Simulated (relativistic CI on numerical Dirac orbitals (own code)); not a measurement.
# Hyperfine structure of Ba³⁴⁺, mass number 137

Method of calculation: Dirac-Coulomb-Breit CI, KLI orbitals optimised for each configuration, model QED, unscaled Slater integrals (own radial code, finite nucleus).

CI space (outside the closed core [Ne]): 3s2 3p6 3d4, 3s2 3p5 3d5, 3s 3p6 3d5, 3s2 3p6 3d3 4s, 3s2 3p6 3d3 4p, 3s2 3p6 3d3 4d, 3s2 3p5 3d4 4s, 3s2 3p6 3d3 4f, 3s 3p6 3d4 4s, 3p6 3d5 4p, 3s2 3p6 3d3 5s, 3p6 3d6, 3p5 3d7, 3p5 3d6 4s, 3p6 3d5 4s, 3p5 3d5 4s2, 3s2 3p6 3d2 4s2, 3s2 3p6 3d 4s2 4p, 3s2 3p6 3d 4s2 4d. Double excitations out of closed p, d and f shells are left out; levels of such configurations are missing from the list, as are those of other unlisted configurations, and high levels can miss mixing partners.

Nuclear spin I = 3/2, μ = 0.9375 μN, Q = 0.236 b (tables of Stone and Pyykkö). The electronic factors are computed for point nuclear moments, without core polarisation or the Bohr-Weisskopf and QED corrections.

| Level | E (cm⁻¹) | A (MHz) | B (MHz) |
| --- | --- | --- | --- |
| 3s2 3p6 3d4 5D_1 | 99591 | 381.3 | 1960 |
| 3s2 3p6 3d4 5D_2 | 155315 | 6973 | 2480 |
| 3s2 3p6 3d4 5D_3 | 181632 | 10680 | 750 |
| 3s2 3p6 3d4 3G_3 | 289835 | 11850 | 1000 |
| 3s2 3p6 3d4 3H_5 | 310366 | 12970 | 4490 |
| 3s2 3p6 3d4 3P_1 | 325144 | 12890 | 50.9 |
| 3s2 3p6 3d4 3H_6 | 326787 | 13570 | 5110 |
| 3s2 3p6 3d4 3G_4 | 353436 | 14650 | -2100 |

Levels with J = 0, under 50 % of one LS term, or S terms without an open s electron are left out. Small factors come from cancelling terms and can be off by tens of per cent or more.

At this charge energies of transitions that change n are usually good to better than 1 %, and those within a shell (Δn = 0) to a few per cent. Terms inside the open d or f shell come out 10 to 20 % too wide with unscaled integrals.

Problem. Give the hyperfine levels of 3s2 3p6 3d4 5D_2 relative to its centre of gravity.

Solution. With K = F(F + 1) − I(I + 1) − J(J + 1), E = AK/2 + B[¾K(K + 1) − I(I + 1)J(J + 1)]/[2I(2I − 1)J(2J − 1)]: F = 1/2: -29200, F = 3/2: -20920, F = 5/2: -5039, F = 7/2: 21540 MHz.

LS names give the leading component of a level, which can be under half, so a name can repeat, a term be missing and a line seem to break the LS rules.
